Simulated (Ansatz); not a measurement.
Geometry optimisation of `C[SiH2][TeH]`.

```yaml
crystal:
  periodic: [false, false, false]
  atoms:
    - {symbol: C, position_ang: [-0.799602, 0.731920, -0.608024]}
    - {symbol: Si, position_ang: [0.383521, -0.699316, -0.269884]}
    - {symbol: Te, position_ang: [2.006783, -0.180282, 1.599764]}
    - {symbol: H, position_ang: [-1.473788, 0.481899, -1.453600]}
    - {symbol: H, position_ang: [-0.233713, 1.649616, -0.861325]}
    - {symbol: H, position_ang: [-1.424546, 0.945190, 0.281698]}
    - {symbol: H, position_ang: [1.277906, -0.965074, -1.451436]}
    - {symbol: H, position_ang: [-0.385751, -1.953940, 0.047573]}
    - {symbol: H, position_ang: [0.737590, -0.056315, 2.698234]}
basis:
  gaussian: {orbitals: def2-TZVP}
hamiltonian: {xc: pbe0, dispersion: d4}
relax: {f_tol: 0.005, max_steps: 150}
```

```sh
$ ansatz run in.yaml --threads 2 --pin off --events-out ev --progress --plain
```

Shortened log:

```
Functional definition: PBE0
mean field -16302.73257908 eV, -599.1143718922 hartree, gradient 5.6e-5 eV, S^2 0.000000; 0 other end points of the search recorded, 0 dependent functions left out
relax step   1: F+E_penalty+E_count = -16302.89897646 eV  Δ(F+E_penalty+E_count) = +0.000e0 eV  max|allowed force component| = 5.256e-1 eV/Å  Δτ_max = 0.0000 Å  (27 SCF iters, accepted)
mean field -16302.75453351 eV, -599.1151787026 hartree, gradient 5.2e-6 eV, S^2 0.000000; 0 other end points of the search recorded, 0 dependent functions left out
relax step   2: F+E_penalty+E_count = -16302.92283914 eV  Δ(F+E_penalty+E_count) = -2.386e-2 eV  max|allowed force component| = 4.563e-1 eV/Å  Δτ_max = 0.0588 Å  (31 SCF iters, accepted)
mean field -16302.76345156 eV, -599.1155064349 hartree, gradient 6.3e-6 eV, S^2 0.000000; 0 other end points of the search recorded, 0 dependent functions left out
relax step   3: F+E_penalty+E_count = -16302.93108800 eV  Δ(F+E_penalty+E_count) = -8.249e-3 eV  max|allowed force component| = 1.241e-1 eV/Å  Δτ_max = 0.0340 Å  (31 SCF iters, accepted)
mean field -16302.76464987 eV, -599.1155504720 hartree, gradient 6.2e-6 eV, S^2 0.000000; 0 other end points of the search recorded, 0 dependent functions left out
relax step   4: F+E_penalty+E_count = -16302.93215002 eV  Δ(F+E_penalty+E_count) = -1.062e-3 eV  max|allowed force component| = 2.844e-2 eV/Å  Δτ_max = 0.0353 Å  (30 SCF iters, accepted)
mean field -16302.76480068 eV, -599.1155560143 hartree, gradient 6.2e-6 eV, S^2 0.000000; 0 other end points of the search recorded, 0 dependent functions left out
relax step   5: F+E_penalty+E_count = -16302.93234419 eV  Δ(F+E_penalty+E_count) = -1.942e-4 eV  max|allowed force component| = 1.195e-2 eV/Å  Δτ_max = 0.0116 Å  (32 SCF iters, accepted)
mean field -16302.76479773 eV, -599.1155559056 hartree, gradient 6.2e-6 eV, S^2 0.000000; 0 other end points of the search recorded, 0 dependent functions left out
relax step   6: F+E_penalty+E_count = -16302.93235794 eV  Δ(F+E_penalty+E_count) = -1.374e-5 eV  max|allowed force component| = 1.114e-3 eV/Å  Δτ_max = 0.0030 Å  (32 SCF iters, accepted)
mean field -16302.76479773 eV, -599.1155559056 hartree, gradient 6.2e-6 eV, S^2 0.000000; 1 other end points of the search recorded, 0 dependent functions left out
Total energy: -16302.93238986 eV, -599.1217148028 hartree
Atom 0 at    -0.793631     0.726284    -0.609059 Å, force     0.000387    -0.001114     0.000226 eV/Å
Atom 1 at     0.377728    -0.686596    -0.266389 Å, force    -0.000849    -0.000225    -0.000855 eV/Å
Atom 2 at     1.980435    -0.179839     1.584402 Å, force     0.000476    -0.000465    -0.000729 eV/Å
Atom 3 at    -1.456289     0.475185    -1.442029 Å, force    -0.000913    -0.000439    -0.000785 eV/Å
Atom 4 at    -0.239951     1.632043    -0.862383 Å, force     0.000601     0.000776     0.000188 eV/Å
Atom 5 at    -1.409751     0.936321     0.267719 Å, force     0.000595     0.000159     0.000481 eV/Å
Atom 6 at     1.262228    -0.952214    -1.431601 Å, force    -0.000109     0.000517     0.000676 eV/Å
Atom 7 at    -0.380535    -1.924276     0.053295 Å, force     0.000733     0.000628     0.000445 eV/Å
Atom 8 at     0.748166    -0.073211     2.689045 Å, force    -0.000921     0.000163     0.000353 eV/Å
Dipole moment:    -0.246918     0.102698    -0.134452 e Å
```

Run time 22 s (2 threads of a server CPU on a shared host); peak host memory 0.34 GiB.
